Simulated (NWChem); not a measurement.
System: BH2OF; SMILES OBF

```xyz
5

B     -0.4324    -0.0285     0.0000
H     -1.6513    -0.0366     0.0000
F      0.2230    -1.1901     0.0000
O      0.3139     1.1028     0.0000
H     -0.2390     1.9032     0.0000
```
Atoms are numbered in this order, from 1.

All runs: NWChem. Geometry: optimised at PBE-D3(BJ)/def2-SVP. B3LYP is NWChem's, with the RPA form of VWN correlation. Core excitations by TDA in a window of 1s orbitals, non-relativistic and unshifted: absolute energies depend strongly on the exact-exchange share.

Task: Estimate the computed values for B K edge, B3LYP/cc-pVTZ. Quantities: first 1s excitation (eV); dipole oscillator strength of the first; first state with f > 0.002 (eV); dipole oscillator strength of that state.

Result: 
```yaml
first 1s excitation (eV): 183.3
dipole_oscillator_strength_of_the_first: 0.0618
first state with f > 0.002 (eV): 183.3
dipole_oscillator_strength_of_that_state: 0.0618
```
